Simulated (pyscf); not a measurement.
# Cl–InH–Cl (SMILES [Cl][InH][Cl]), singlet

Gas-phase minimum from PySCF at ωB97X-D3(BJ)/def2-SVP, one conformer. 

```
In
H 1 1.6970
Cl 1 2.3259 2 123.93
Cl 1 2.3259 2 124.04 3 -179.90
```

Properties at ωB97X-D3(BJ)/def2-SVP:

```yaml
harmonic_wavenumbers_unscaled: 107, 383, 391, 392, 491, 1924 cm⁻¹
zero_point_energy: 5.3 kcal/mol
rotational_symmetry_number: 2
Entropy of this conformer at 298 K and 1 atm, rigid rotor and harmonic oscillator, modes under 100 cm⁻¹ raised to 100: 311.7 J/(mol K)
dipole_moment: 2.65 D
```

Single-point totals, which compare only within one level (frozen core for MP2 and CC):

| level | total energy (hartree) |
|---|---|
| ωB97X-D3(BJ)/def2-TZVP | -1111.34575 |
| PBE/def2-TZVP | -1110.88129 |
| r²SCAN/def2-TZVP | -1111.27029 |
| B3LYP-D3(BJ)/def2-TZVP | -1111.36274 |
| PBE0-D3(BJ)/def2-TZVP | -1110.95896 |
| M06-2X/def2-TZVP | -1111.16064 |
| ωB97M-D3(BJ)/def2-TZVP | -1111.38834 |
| HF/def2-TZVPP | -1108.92444 |
| MP2/def2-TZVPP | -1109.57782 |
| CCSD/def2-TZVPP | -1109.60777 |
| CCSD(T)/def2-TZVPP | -1109.63324 |

The CCSD(T) − MP2 part came from Ansatz, without density fitting, on the same reference. The frozen core leaves the outer d or s,p core shells of the metals and heavy elements correlated in the MP2 and CC values, and def2-TZVPP describes them poorly, so these totals are far from the basis limit. Elements past Kr carry the def2 core potentials, without spin-orbit coupling.
